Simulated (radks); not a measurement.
Values are calculated unless marked as measured or tabulated.
Problem. Species: Lu2+. Configuration: [Xe] 4f14 6s1. Code: a radial shooting solver on a logarithmic mesh with Libxc functionals. Model: scalar-relativistic Kohn-Sham, r2SCAN, spin-polarised, spherical densities, finite nucleus; open shells are filled with parallel spins first (spin-orbit coupling, left out, can overturn this in heavy ions); meta-GGA in the generalised Kohn-Sham scheme; Fermi nuclear charge, rms radius 5.37 fm. Some entries of the table are withheld. Estimate them.

orbital  occ.  eigenvalue (eV)  <r^2> (bohr^2)  <1/r> (bohr^-1)
1s up       1        -63330.05       0.0005123            82.19
1s down     1        -63330.03       0.0005123            82.19
2s up       1        -10819.23        0.007918            19.20
2s down     1        -10819.22        0.007918            19.20
2p up       3        -9517.663        0.006496            17.56
2p down     3        -9517.655        0.006496            17.56
3s down     1        -2474.384         0.05156            7.108
3s up       1        -2474.383         0.05156            7.108
3p up       3        -2081.867         0.05218            6.597
3p down     3        -2081.867         0.05218            6.597
3d up       5        -1609.964         0.04346            6.235
3d down     5        -1609.961         0.04346            6.235
4s up       1        -511.5105          0.2581            2.994
4s down     1        -511.4990          0.2581            2.994
4p up       3        -382.1708          0.2935            2.731
4p down     3        -382.1567          0.2934            2.731
4d up       5        -212.6135          0.3485            2.417
4d down     5        -212.5898          0.3484            2.417
5s up       1         -80.0575           1.540              (1)
5s down     1         -80.0301           1.540              (2)
5p up       3         -49.8150           2.157              (3)
5p down     3         -49.7503           2.129              (4)
4f up       7              (5)          0.6805            1.831
4f down     7              (6)          0.6731            1.834
6s up       1         -18.1253           10.52           0.4087
6s down     0         -15.9656           11.17           0.4033

Solution. 
(1) 5s up <1/r> (bohr^-1): 1.133
(2) 5s down <1/r> (bohr^-1): 1.132
(3) 5p up <1/r> (bohr^-1): 0.9462
(4) 5p down <1/r> (bohr^-1): 0.9490
(5) 4f up eigenvalue (eV): -26.9631
(6) 4f down eigenvalue (eV): -26.8979
